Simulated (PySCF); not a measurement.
CH3BrFIn, SMILES [CH3][In]([F])[Br].

Geometry: B3LYP-D3(BJ)/def2-SVP. The structure was generated by enumeration; whether it is a known compound was not checked. The def2 effective core potentials stand for the cores of In; spin–orbit coupling is left out.

Calculation: CAM-B3LYP/def2-TZVP in PySCF.

- total energy: -2904.25475 hartree
- point group: Cs
- highest occupied level: -9.60 eV
- lowest empty level: -1.04 eV
- orbital gap: 8.56 eV
- dipole moment: 4.06 D
- quadrupole, principal values (traceless, Buckingham form, about the centre of nuclear charge): -12.63, 4.92, 7.71 D·Å
- mean static polarisability: 67.1 bohr³ (9.95 Å³)
- polarisability, principal values: 47.9, 61.3, 92.2 bohr³
